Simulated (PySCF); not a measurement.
# Correlation energy of Cu⁻ (copper, charge -1)

[Ar] 3d10 4s2, closed-shell 1S. All numbers are calculated (PySCF 2.14, the non-relativistic Hamiltonian (point nucleus), in def2-QZVPPD (11s6p5d4f2g, 100 functions)). Frozen: [Ar]; 12 electrons correlated.

```json
{"level": "CCSD", "correlation energy (mhartree)": "-483.27"}
{"level": "(T)", "correlation energy (mhartree)": "-27.50"}
{"level": "CCSD(T)", "correlation energy (mhartree)": "-510.77"}
```

Diagnostics: T1 = 0.043, D1 = 0.1225, largest double amplitude 0.072.

Task: Is a single reference adequate?

Result: Not fully. T1 exceeds 0.03, a sign that the reference determinant is poor.
